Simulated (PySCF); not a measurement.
SbBr2, SMILES [Br][Sb][Br], multiplicity 2.

Geometry optimised at PBE0-D3(BJ)/def2-SVP. The multiplicity is an assumed one; other spin states were not compared. The isomer is the one that the SMILES or the coordinates give; other isomers of the formula were not compared. The def2 effective core potentials stand for the cores of Sb; spin–orbit coupling is left out.

The numbers are results of PySCF with IEF-PCM-M06-2X/def2-SVP, not measurements.

The values are the electrostatic part of the solvation free energy, E(continuum) − E(gas) at the gas-phase geometry, in a cavity of scaled van der Waals radii (PySCF's table); cavitation and dispersion terms are not included. A continuum can't describe solvent molecules that bind to the metal. The dipole moment in vacuum is 2.74 D.

Estimate the values in water (ε = 78.36), dichloromethane (ε = 8.93), acetonitrile (ε = 35.69). (Estimate from the structure and the level; the computed values follow.)


```tsv
solvent	ε	ΔG(elec) (kcal/mol)	dipole (D)
water	78.36	-4.2	4.02
dichloromethane	8.93	-3.5	3.79
acetonitrile	35.69	-4.1	3.98
```
